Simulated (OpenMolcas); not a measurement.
**Ir5+: moving or changing the point charges**

Ir5+ among 2 point charges of -2 e arranged as a linear pair (D∞h), 2.1 Å from the ion.

```json
{
 "Program": "OpenMolcas 26.06",
 "Method": "SS-CASPT2, IPEA 0.25 Eh, imaginary shift 0.1 Eh (closed shells correlated: 5s 5p)",
 "Basis": "ANO-RCC-VDZP [7s6p4d2f]",
 "Scalar Hamiltonian": "DKH2, point nucleus",
 "Active space": "4 electrons in 5 orbitals (5d)",
 "State averaging": "2S+1 = 5 even, 5 roots; 2S+1 = 3 even, 45 roots; 2S+1 = 1 even, 50 roots",
 "Spin-orbit coupling": "RASSI with atomic mean-field integrals over the reference wave functions"
}
```

Runs around this geometry, states (labels by Λ). Energies in cm-1 above the lowest state or level, χT in cm3 K/mol.

| R (Å) | q (e) | Ground state | First state of that spin | First gap with spin-orbit (degeneracies) | χT at 300 K | First state of another spin |
| --- | --- | --- | --- | --- | --- | --- |
| 2.1 | -1.3 | 5Σ | 5Π 4340 | 4220 (1, 2) | 0.066 | 3Φ 19620 |
| 2 | -2 | 5Σ | 5Π 6770 | 3400 (1, 2) | 0.105 | 3Φ 16740 |
| 2.1 | -2 | 5Σ | 5Π 5860 | 3640 (1, 2) | 0.090 | 3Φ 17700 |
| 2.28 | -2 | 5Σ | 5Π 4550 | 4010 (1, 2) | 0.073 | 3Φ 18850 |

Taking the first state of the same spin as R^-n, n = -ln(4550 / 6770) / ln(2.28 / 2) = 3.0 between the shortest and longest distance.

Scaling the charges by -1.3 / -2 = 0.65 scales the first state of the same spin by 4340 / 5860 = 0.74; with fixed orbitals a first-order splitting would follow the charge.

Roots that are degenerate in the reference are averaged as groups; the widest CASPT2 spread within a group is 72 cm-1 (the 2-fold group of multiplicity 1 near 86500 cm-1 above the lowest state of its run, R = 2.1, q = -1.3). Shifts and gaps below about the spread of the groups concerned are not significant. Point charges give a weaker field than real ligands, and real ions of this kind are as a rule low spin; the high spin found here belongs to the model. Free-ion shares, where given, are those of the reference states; single-state CASPT2 does not remix them. Spin-orbit coupling mixes the spin-free states strongly: the lowest level takes only 30 % from its leading state, 5Σ (figures for R = 2.1, q = -1.3; the like holds for R = 2, q = -2, R = 2.1, q = -2, R = 2.28, q = -2). Point charges carry no covalency, so the field is a model and not that of real ligands. No measured value stands beside these numbers.
